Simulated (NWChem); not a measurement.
Species: SiNH₂Cl, singlet; SMILES N[Si]Cl

```xyz
5

Si     0.7198     0.6010     0.0000
Cl    -0.1500    -1.3309     0.0000
N     -0.7329     1.5088     0.0000
H     -1.6745     1.1241     0.0000
H     -0.7227     2.5246     0.0000
```
Atoms are numbered in this order, from 1.

Program: NWChem. Low-valent species are run as closed-shell singlets; no triplet was tried in these runs. Structure relaxed at the PBE0/def2-SVP level. Vertical excitations in the gas phase.

Q: Predict the results for B3LYP/def2-SVPD, TDA. Quantities: lowest excitation, singlet (eV); oscillator strength of that lowest state; orbital gap (eV).

A: 
```json
{
  "lowest excitation, singlet (eV)": "4.80",
  "oscillator_strength_of_that_lowest_state": "0.072",
  "orbital gap (eV)": "5.22"
}
```
